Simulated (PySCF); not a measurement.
# Aluminium: highly charged ions in a basis for the neutral atom

Al⁹⁺ [He] 2s2, Al¹⁰⁺ [He] 2s1. All numbers are calculated (PySCF 2.14, the spin-free X2C one-electron Hamiltonian (Gaussian nucleus), in x2c-TZVPall (5s5p2d1f, 37 functions)). No spin-orbit coupling, so a gap to NIST mixes the basis error with missing relativistic terms.

Changed run: basis of the neutral atom used for a highly charged ion. This setting is unsound on purpose.

```
species  method  sound run (hartree)  changed run (hartree)  converged
   Al⁹⁺     UHF              not run             -191.94208        yes
   Al⁹⁺   B3LYP              not run             -192.02007        yes
   Al⁹⁺     LDA              not run             -191.04123        yes
  Al¹⁰⁺     UHF              not run             -177.48337        yes
  Al¹⁰⁺   B3LYP              not run             -177.49111        yes
  Al¹⁰⁺     LDA              not run             -176.55193        yes
```

Ionisation energy of Al⁹⁺:

```json
{"method": "UHF", "changed run (eV)": "393.44", "NIST (eV)": "398.65 ± 0.06"}
{"method": "B3LYP", "changed run (eV)": "395.35", "NIST (eV)": "398.65 ± 0.06"}
{"method": "LDA", "changed run (eV)": "394.27", "NIST (eV)": "398.65 ± 0.06"}
```

The contracted functions were made for the neutral atom and can be too rigid for a highly charged ion.
